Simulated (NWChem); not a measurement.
System: C₂H₂Cl₂ cation, doublet; SMILES of the neutral closed-shell parent Cl/C=C/Cl

The following NWChem deck was run.

```
start job
memory heap 200 mb stack 900 mb global 1100 mb
charge 1
geometry units angstroms noautoz
  Cl     0.044459    -2.108729     0.000000
  C     -0.462934    -0.523900     0.000000
  C      0.462934     0.523900     0.000000
  Cl    -0.044459     2.108729     0.000000
  H     -1.536954    -0.346593     0.000000
  H      1.536954     0.346593     0.000000
end
basis spherical
  * library 6-31g*
end
dft
  odft
  mult 2
  xc r2scan
  iterations 150
  mulliken
end
task dft energy
```

Parts of the log:

```
             Northwest Computational Chemistry Package (NWChem) 7.3.0
             --------------------------------------------------------

 C2H symmetry detected

                             Geometry "geometry" -> ""
                             -------------------------

 Output coordinates in angstroms (scale by  1.889725989 to convert to a.u.)

  No.       Tag          Charge          X              Y              Z
 ---- ---------------- ---------- -------------- -------------- --------------
    1 Cl                  17.0000     0.04677255    -2.10867895     0.00000000
    2 C                    6.0000    -0.46235893    -0.52440759     0.00000000
    3 C                    6.0000     0.46235893     0.52440759     0.00000000
    4 Cl                  17.0000    -0.04677255     2.10867895     0.00000000
    5 H                    1.0000    -1.53657281    -0.34827905     0.00000000
    6 H                    1.0000     1.53657281     0.34827905     0.00000000

 Effective nuclear repulsion energy (a.u.)     178.0209220021

      Symmetry information
      --------------------

 Group name             C2h
 Group number             21
 Group order               4
 No. of unique centers     3

                                 NWChem DFT Module
                                 -----------------

 Summary of "ao basis" -> "ao basis" (spherical)
 ------------------------------------------------------------------------------
       Tag                 Description            Shells   Functions and Types
 ---------------- ------------------------------  ------  ---------------------
 Cl                          6-31g*                  8       18   4s3p1d
 C                           6-31g*                  6       14   3s2p1d
 H                           6-31g*                  2        2   2s

      Symmetry analysis of basis
      --------------------------

        ag         25
        au          9
        bg          9
        bu         25

            General Information
            -------------------
          SCF calculation type: DFT
          Wavefunction type:  spin polarized.
          No. of atoms     :     6
          No. of electrons :    47
           Alpha electrons :    24
            Beta electrons :    23
          Charge           :     1
          Spin multiplicity:     2
          Use of symmetry is: on ; symmetry adaption is: on
          Maximum number of iterations: 150
          AO basis - number of functions:    68
                     number of shells:    32
          Convergence on energy requested:  1.00D-06
          Convergence on density requested:  1.00D-05
          Convergence on gradient requested:  5.00D-04

              XC Information
              --------------
                      r^2SCAN Method XC Functional
               r^2SCAN metaGGA Exchange Functional  1.000
                     r^2SCAN Correlation Potential  1.000

             Grid Information
             ----------------
          Grid used for XC integration:  medium
          Radial quadrature: Mura-Knowles
          Angular quadrature: Lebedev.
          Tag              B.-S. Rad. Rad. Pts. Rad. Cut. Ang. Pts.
          ---              ---------- --------- --------- ---------
          Cl                  1.00       88          11.0       590
          C                   0.70       49           8.0       434
          H                   0.35       45           8.0       434
          Grid pruning is: on
          Number of quadrature shells:   182
          Spatial weights used:  Erf1

      Superposition of Atomic Density Guess
      -------------------------------------

 Sum of atomic energies:        -995.21813881

 Renormalizing density from      48.00 to     47

      Non-variational initial energy
      ------------------------------

 Total energy =    -983.618166
 1-e energy   =   -1690.501520
 2-e energy   =     528.862431
 HOMO         =      -0.524645
 LUMO         =      -0.254403

   Symmetry analysis of molecular orbitals - initial alpha
   -------------------------------------------------------

  Numbering of irreducible representations:

     1 ag          2 au          3 bg          4 bu

  Orbital symmetries:

     1 ag          2 bu          3 ag          4 bu          5 bu
     6 ag          7 bu          8 ag          9 ag         10 bu
    11 au         12 bg         13 ag         14 bu         15 ag
    16 bu         17 bu         18 ag         19 au         20 ag
    21 bg         22 bu         23 ag         24 au         25 bg
    26 bu         27 ag         28 bu         29 ag         30 bu
    31 bu         32 ag         33 bu         34 ag

   Symmetry analysis of molecular orbitals - initial beta
   ------------------------------------------------------

  Numbering of irreducible representations:

     1 ag          2 au          3 bg          4 bu

  Orbital symmetries:

     1 ag          2 bu          3 ag          4 bu          5 bu
     6 ag          7 bu          8 ag          9 ag         10 bu
    11 au         12 bg         13 ag         14 bu         15 ag
    16 bu         17 bu         18 ag         19 au         20 ag
    21 bg         22 bu         23 ag         24 au         25 bg
    26 bu         27 ag         28 bu         29 ag         30 bu
    31 bu         32 ag         33 bu         34 ag

     ---------------------------------------------
      Total Density - Mulliken Population Analysis
     ---------------------------------------------

    Atom       Charge   Shell Charges
 -----------   ------   -------------------------------------------------------
    1 Cl  17    16.98   2.00  2.00  5.99  1.50  3.92  0.42  1.13  0.03
    2 C    6     5.87   2.00  0.75  1.64  0.59  0.85  0.04
    3 C    6     5.87   2.00  0.75  1.64  0.59  0.85  0.04
    4 Cl  17    16.98   2.00  2.00  5.99  1.50  3.92  0.42  1.13  0.03
    5 H    1     0.65   0.44  0.22
    6 H    1     0.65   0.44  0.22

[...]
```

Level: r2SCAN/6-31G* (spherical d), spin-unrestricted. In the optimisation the excess spin sits in au (C2h, its own frame). Coordinates come from a B3LYP/6-31G* (spherical d), spin-unrestricted optimisation. This spin state was assumed; another may lie lower. No stability test was run on the SCF state.
